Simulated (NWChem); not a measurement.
Molecule: C₃H₁₀Si; SMILES C[SiH](C)C

Program: NWChem. The geometry was optimised at PBE0/def2-SVP.

For level B3LYP/aug-cc-pVTZ:

```
Item              Result
----------------  ------
orbital gap (eV)    7.95
```

Q: How do the values read with level B3LYP/def2-SVP instead?

A: 
| Property | Value |
|---|---|
| orbital gap (eV) | 9.59 |
